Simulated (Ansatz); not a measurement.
`CC(C)=CBF` + `C=C(N)[SiH3]` → `C=C([SiH3])NBF` + isobutene  (ligand exchange at a B–C bond)

Program: Ansatz. Geometries: PBE0-D4/def2-TZVP. ΔE: electronic, gas phase. CBS: MP2 limit from def2 TZ/QZ plus the TZ coupled-cluster correction, frozen cores. This one scheme is used for every species. DFT in def2-TZVPP. B3LYP here is the variant with VWN-RPA as its local correlation; programs differ in this. Each species was taken in one conformer, which may not be the lowest.

Question: Is it downhill or uphill in electronic energy at CCSD(T)/CBS, and by how much? (Best estimate.)

Answer: Computed: Downhill: ΔE = -106.8 kJ/mol.

Question: What do these levels give: B3LYP-D4, ωB97M-V, PBE, PBE0, B3LYP, HF/def2-TZVPP, MP2/def2-TZVPP, CCSD/def2-TZVPP, HF/def2-QZVPP, SCS-MP2/def2-QZVPP, HF/CBS(def2), MP2/CBS(def2)? (Estimate.)

Answer: Ansatz gave: B3LYP-D4 -103.6, ωB97M-V -105.0, PBE -96.6, PBE0 -100.0, B3LYP -101.7, HF/def2-TZVPP -106.8, MP2/def2-TZVPP -108.0, CCSD/def2-TZVPP -109.2, HF/def2-QZVPP -106.4, SCS-MP2/def2-QZVPP -107.9, HF/CBS(def2) -106.3, MP2/CBS(def2) -106.4 kJ/mol.

Largest T1 diagnostic among the species: 0.013.

From PBE to PBE0 (25 % exact exchange), in def2-TZVPP and without D4, ΔE moves by −3.4 kJ/mol.
